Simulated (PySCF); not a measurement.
A structure optimised at B3LYP-D3(BJ)/def2-SVP, used in a PySCF frequency run:

```xyz
7

O     -0.0773     1.3786     1.5867
Si     0.0000     0.0000     0.6888
O      0.0773    -1.3786     1.5867
Br    -1.8345     0.0060    -0.5579
Br     1.8345    -0.0060    -0.5579
H      0.7423     1.6648     2.0109
H     -0.7423    -1.6648     2.0109
```

Problem. Write its SMILES, formula and point group.

Solution. O[Si](O)(Br)Br, Br₂H₂O₂Si, C2

Problem. What are its rotational constants (standard atomic weights)?

Solution. 2.3274, 0.83461, 0.73254 GHz
